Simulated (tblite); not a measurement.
Compound: CH₅FGeO.
Z-matrix (Å and degrees, GFN2-xTB geometry), rows numbered from 1:
```
C 
O   1  1.4141
Ge  2  1.7299  1  130.79
F   3  1.7177  2   98.94  1   179.99
H   1  1.0906  2  106.76  3   179.85
H   1  1.0919  2  111.54  3    60.84
H   1  1.0919  2  111.53  3   -61.19
H   3  1.5038  2  113.69  1   -68.97
H   3  1.5038  2  113.72  1    68.93
```

Level: GFN2-xTB in tblite, geometry and Hessian alike; calculated harmonic values, unscaled, isolated species. Errors from tens to a few hundred cm⁻¹ against measured bands are possible. Modes of hydrogen on germanium can be 10 to 20 % off. One conformer, not necessarily the lowest.

Harmonic wavenumbers (cm⁻¹): 73.2, 89.6, 129.7, 249.9, 496.7, 500.4, 513.3, 547.7, 662.7, 765.4, 1066.4, 1130.0, 1137.0, 1413.1, 1478.9, 1479.3, 1914.4, 1945.0, 2951.3, 2960.0, 2989.7.

A = 12534, B = 2915, C = 2479 MHz; mass 125.954 u (most abundant isotopes); point group Cs, symmetry number 1.

Task: What is the zero-point energy?

Result: ½Σν̃ = 12247 cm⁻¹ = 146.50 kJ/mol.

Task: Entropy at 400 K, 1 bar (ideal gas, RRHO, classical rotation)?

Result: Translation 175.28, rotation 111.10, vibration 86.82: S = 373.2 J/(mol K).

Task: And Cp and H(400 K) − H(0)?

Result: Cp = 112.89 J/(mol K), of which vibrations give 79.63 (their classical limit is 21 R = 174.6); H(400 K) − H(0) = 30.79 kJ/mol without the zero-point energy, 17.49 from vibrations.

Task: Blend soft modes into free rotors: weight 1/[1 + (100 cm⁻¹/ν̃)⁴] for the oscillator and the rest for a rotor with moment μB/(μ + B), μ = h/(8π²ν), B = 10⁻⁴⁴ kg m². What vibrational entropy results?

Result: 79.76 J/(mol K) in place of 86.82, which changes −T·S at 400 K by +2.82 kJ/mol.

Task: How do the functions run with temperature in this model?

Result: 
```csv
T (K),S (J/(mol K)),Cp (J/(mol K)),H − H(0) (kJ/mol),G − H(0) (kJ/mol),ln q(vib)
100,260.8,58.7,4.59,-21.49,0.95
200,307.5,78.7,11.45,-50.06,2.43
300,343.0,97.2,20.26,-82.64,3.84
500,399.8,126.1,42.76,-157.16,6.47
800,465.8,154.5,85.21,-287.46,10.00
1000,501.7,166.8,117.41,-384.30,12.11
```

q(vib) and H(0) count from the zero-point level.

Task: What must be added to the electronic energy to get the Gibbs energy at 400 K and 1 bar?

Result: ZPE + [H(400 K) − H(0)] − T·S = 146.50 + 30.79 − 149.28 = 28.01 kJ/mol.

Task: Which modes carry the vibrational entropy at 400 K?

Result: 73.2 cm⁻¹: 19.43; 89.6 cm⁻¹: 17.76; 129.7 cm⁻¹: 14.73; 249.9 cm⁻¹: 9.48; 496.7 cm⁻¹: 4.51; 500.4 cm⁻¹: 4.47 J/(mol K); the other 15 give 16.44 together.

Hindered rotation and anharmonicity are outside this model. Other conformers, if any are populated, would add a mixing term that is left out.
